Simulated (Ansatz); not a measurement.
# Worked example: the enthalpy of formation of CHBr2Cl (chlorodibromomethane)

CHBr2Cl: 5 atoms, total charge 0, spin state singlet. As SMILES, `ClC(Br)Br`. The coordinates come from a PBE0-D4/def2-TZVP relaxation.

Total energies at HF/def2-SVP (Ansatz 0.2.0); the atoms run unrestricted:

| species | state | energy (Eh) |
| --- | --- | --- |
| CHBr2Cl | singlet | -5641.943472 |
| Cl | doublet | -459.319303 |
| C | triplet | -37.645230 |
| Br | doublet | -2572.082202 |
| H | doublet | -0.499278 |

Harmonic wavenumbers at PBE0-D4/def2-TZVP, in cm⁻¹: 167, 201, 284, 580, 679, 769, 1171, 1214, 3194.

Measured heats of formation of the gaseous atoms at 298.15 K, in kJ/mol: Cl 121.3, C 716.9, Br 111.9, H 218.0. Spin-orbit lowering of the atoms at 298 K (mean of the ground term's levels less their thermal mean, from spectra), in kJ/mol: Cl 3.44, C 0.02, Br 14.69. Take 1 Eh = 2625.50 kJ/mol, 1 cm⁻¹ = 0.0119627 kJ/mol, RT = 2.479 kJ/mol.

Q: What heat of formation follows?

A: 
1. Electronic atomisation energy: (-459.319303) + (-37.645230) + 2 × (-2572.082202) + (-0.499278) − (-5641.943472) = 0.315257 Eh = 827.7 kJ/mol.
2. Zero-point energy: half the sum of the wavenumbers, 4129.5 cm⁻¹ = 49.4 kJ/mol.
3. Thermal vibrational enthalpy, Σ hcν̃/(exp(hcν̃/kT) − 1): 5.3 kJ/mol. Translation, rotation and pV of a non-linear molecule: 4 RT = 9.9 kJ/mol.
4. The 5 free atoms carry 5/2 RT each: 31.0 kJ/mol.
5. Spin-orbit coupling lowers the free atoms by 3.44 + 0.02 + 2 × 14.69 = 32.8 kJ/mol.
6. Atomisation enthalpy at 298 K: 827.7 − 32.8 − 49.4 − 5.3 − 9.9 + 31.0 = 761.3 kJ/mol.
7. Sum of the atoms' heats of formation: 1280.0 kJ/mol. Heat of formation: 1280.0 − 761.3 = +518.7 kJ/mol.

The tabulated value is -3.0 kJ/mol (Active Thermochemical Tables), so this level is off by +521.7 kJ/mol, or 40.7 % of the atomisation enthalpy that the table implies (1282.9 kJ/mol). Hartree–Fock leaves out correlation, which is larger in the molecule than in the atoms, so it underbinds and puts the heat of formation too high. Relativity is left out. Anharmonicity and any spin-orbit splitting of the molecule are left out.
